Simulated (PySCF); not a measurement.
**How methods differ on the excitation energy of P**

P [Ne] 3s2 3p3 (4S) → P [Ne] 3s1 3p3 4s1 (6S), as a difference of total energies. All numbers are calculated (PySCF 2.14, the non-relativistic Hamiltonian (point nucleus), in aug-cc-pV(5+d)Z). Correlated levels: valence: [Ne] frozen. The calculations carry no spin-orbit coupling.

```tsv
method	excitation energy (cm⁻¹)
UHF	84983
LDA	101520
PBE	100720
PBE0	99924
r2SCAN	96873
MP2 (valence)	98102
SCS-MP2 (valence)	102260
```

The upper state lies above the first ionisation limit, but in LS coupling its spin forbids autoionisation to the ground ion. A Rydberg-like electron needs more diffuse functions than a valence basis has.

The promoted electron is Rydberg-like, and one or two diffuse shells describe it only roughly, which tends to raise the upper state.
